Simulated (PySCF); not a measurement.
Molecule: 2-methylpyridine 1-oxide, C₆H₇NO.

Cartesian coordinates in Å; atom numbers follow the order of the lines, from 1:
```xyz
15

C    -2.151   -0.197   -0.219
C    -0.671   -0.129   -0.078
C     0.167   -1.221   -0.146
C     1.539   -1.079   -0.005
C     2.042    0.195    0.207
C     1.181    1.264    0.269
N    -0.156    1.118    0.130
O    -0.918    2.117    0.192
H    -2.622    0.210    0.676
H    -2.484   -1.217   -0.382
H    -2.468    0.434   -1.050
H    -0.268   -2.194   -0.313
H     2.192   -1.934   -0.058
H     3.101    0.363    0.324
H     1.511    2.279    0.430
```

Frames of a GFN2-xTB Langevin trajectory at 200 K; GIAO PBE0/pcSseg-1 shieldings in PySCF 2.14, gas phase, non-relativistic; equivalent atoms averaged within each frame.

Referencing at the same level of theory: 13C (186.93 ppm) and 1H (31.72 ppm) vs TMS; 15N (267.73 ppm) vs NH3; H2O for 17O (336.08 ppm). The references are static minima.

How do the shifts (ppm) fluctuate along the trajectory?

## Answers


| time (fs) | C2 | C6 | C3 | C5 | C4 | C1 | N7 | O8 | H15 | H12 |
| --- | --- | --- | --- | --- | --- | --- | --- | --- | --- | --- |
| optimised geometry | 154.9 | 144.0 | 131.8 | 129.9 | 124.4 | 21.7 | 334.5 | 468.5 | 8.44 | 7.43 |
| 250 | 146.7 | 143.9 | 137.6 | 130.9 | 127.5 | 18.8 | 329.4 | 489.2 | 9.14 | 7.37 |
| 425 | 164.0 | 153.7 | 132.5 | 129.5 | 122.5 | 16.1 | 345.8 | 469.1 | 8.73 | 7.20 |
| 625 | 160.5 | 139.2 | 132.5 | 129.1 | 133.3 | 20.8 | 331.0 | 477.2 | 8.26 | 6.88 |
| 800 | 149.2 | 148.0 | 131.2 | 135.9 | 122.7 | 20.3 | 332.0 | 476.4 | 9.32 | 7.59 |
| 1000 | 151.2 | 148.7 | 136.0 | 131.0 | 123.7 | 25.2 | 328.7 | 448.5 | 8.04 | 7.21 |
| mean of frames | 154.3 | 146.7 | 133.9 | 131.3 | 126.0 | 20.2 | 333.4 | 472.1 | 8.70 | 7.25 |
| standard deviation | 7.5 | 5.4 | 2.7 | 2.7 | 4.6 | 3.3 | 7.0 | 15.0 | 0.55 | 0.26 |

5 frames give an uncertainty of the mean of about the standard deviation over 2.2 at best, since frames this close in time may not be independent; classical motion lacks zero-point vibration, and the reference would need the same averaging.
